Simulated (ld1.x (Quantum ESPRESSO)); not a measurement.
# What one change does to a pseudopotential (Al (Z = 13), ultrasoft)

Al, ultrasoft, made with ld1.x (Quantum ESPRESSO) 7.5 (PBE, scalar-relativistic). Core [Ne], reference 3s1.5 3p1.5. Waves: 3s (bound): rcut 2.00, rcutus 2.35 bohr; 3s channel at 0.7 Ry: rcut 2.00, rcutus 2.35 bohr; 3p (bound): rcut 1.90, rcutus 2.30 bohr; 3p channel at 0.15 Ry: rcut 1.90, rcutus 2.30 bohr; 3d channel at 0.4 Ry: rcut 1.95, rcutus 2.60 bohr; 3d channel at 1.1 Ry: rcut 1.95, rcutus 2.60 bohr. Local part: all-electron potential smoothed inside 1.95 bohr (lloc = -1). Core correction: none. Augmentation charge: PSQ, inside the norm-conserving radii.

All-electron outer shells of the reference configuration (PBE, scalar-relativistic, ld1.x):

```json
{"shell": "2s", "level (eV)": "-109.10", "outermost node (bohr)": "0.16", "outermost maximum (bohr)": "0.50"}
{"shell": "2p", "level (eV)": "-70.57", "outermost node (bohr)": "–", "outermost maximum (bohr)": "0.43"}
{"shell": "3s", "level (eV)": "-8.18", "outermost node (bohr)": "0.80", "outermost maximum (bohr)": "2.09"}
{"shell": "3p", "level (eV)": "-3.04", "outermost node (bohr)": "0.82", "outermost maximum (bohr)": "2.61"}
```

Change: waves 3s (bound): rcut 1.68, rcutus 1.78 bohr; 3s channel at 0.7 Ry: rcut 1.68, rcutus 1.78 bohr.

Cutoffs: the cutoffs (Ry, on a coarse ladder) from which the occupation-weighted sum of valence levels, in a spherical-Bessel basis at the reference potential, stays within 10 and 1 mRy of its value at 400 Ry; they do not see the model core or the augmentation charge, which bear on the density cutoff. Errors are all-electron minus pseudo energies relative to the spin-unpolarised reference configuration.

How do hardness, ghosts and transferability respond?

Both files are very soft, the changed one slightly harder (loose and tight cutoff 6 and 8 Ry → 8 and 12 Ry on this coarse ladder); the number of tests that count goes from 6 to 7; of the 6 tests that both files solve, the error grows in 0 and shrinks in 4 by more than 15 % and 0.3 meV (median size 2.9 → 1.6 meV); neither file shows a bound ghost at the reference potential, the only one tested. Less of the atom is replaced, so other configurations are described better.

```csv
quantity,base,changed
"cutoff, loose",6 Ry,8 Ry
"cutoff, tight",8 Ry,12 Ry
loose cutoff by channel (10 mRy a level),"s 6 Ry, p 6 Ry","s 8 Ry, p 6 Ry"
bound ghosts,none,none
"tests counted (converged, no solver errors)",6 of 7,7 of 7
"error for 3s2 3p1, meV [ΔE -2.55 eV]",+2.6,+1.9
"error for 3s2 3p0, meV [ΔE 3.22 eV]",+5.5,-1.3
"error for 3s1 3p2, meV [ΔE 2.59 eV]",+3.2,+2.3
"error for 3s2 3p1.3, meV [ΔE -3.12 eV]",+1.7,+1.5
"error for 3s1 3p1, meV [ΔE 9.03 eV]",+0.5,+0.5
"error for 3s2 3p0.5, meV [ΔE -0.46 eV]",+4.0,+1.7
s: phases at 2.83 bohr within 0.05 rad from the reference energy up to (Ry; the scan ends near 5),2.6,2.8
p: phases at 2.83 bohr within 0.05 rad from the reference energy up to (Ry; the scan ends near 5),3.0,3.0
d: phases at 2.83 bohr within 0.05 rad from the reference energy up to (Ry; the scan ends near 5),3.3,3.3
lowest overlap eigenvalue by channel,"s 0.45, p 0.81, d 0.96","s 0.48, p 0.81, d 0.96"
```

Base: Tests not counted: 3s1 3p0 (pseudo-atom not self-consistent, printed error +6.9 meV).
